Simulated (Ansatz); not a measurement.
Isolated molecules relaxed with PBE0-D4/def2-TZVP in Ansatz; ΔE leaves out vibrations. CBS: MP2 limit from def2 TZ/QZ plus the TZ coupled-cluster correction, frozen cores. DFT in def2-TZVPP. B3LYP here is the variant with VWN-RPA as its local correlation; programs differ in this. One conformer a species, not always the lowest.

Reaction (redistribution): `O[SiH](F)O[SiH2]Cl` + `BN=C=C` → `C=C=N[SiH2]Cl` + `BO[SiH](O)F`

(1) Is it downhill or uphill in electronic energy at CCSD(T)/CBS, and by how much? (Best estimate.)

(2) What do these levels give: PBE-D4, B3LYP-D4, ωB97X-V, PBE0, B3LYP, HF/def2-TZVPP, MP2/def2-TZVPP, CCSD/def2-TZVPP, CCSD(T)/def2-TZVPP, SCS-MP2/def2-QZVPP, HF/CBS(def2), MP2/CBS(def2)? (Estimate.)

Largest T1 diagnostic among the species: 0.017.

Results:

(1) Ansatz gave: Uphill: ΔE = +44.2 kJ/mol.

(2) Ansatz gave: PBE-D4 54.5, B3LYP-D4 52.6, ωB97X-V 41.7, PBE0 48.5, B3LYP 49.9, HF/def2-TZVPP 35.2, MP2/def2-TZVPP 40.9, CCSD/def2-TZVPP 41.9, CCSD(T)/def2-TZVPP 42.9, SCS-MP2/def2-QZVPP 39.9, HF/CBS(def2) 35.4, MP2/CBS(def2) 42.3 kJ/mol.

From PBE to PBE0 (25 % exact exchange), in def2-TZVPP and without D4, ΔE moves by −4.4 kJ/mol. In def2-TZVPP, CCSD(T) changes the Hartree–Fock value by +7.7 kJ/mol (the triples alone add +1.0 kJ/mol) and MP2 by +5.7 kJ/mol.
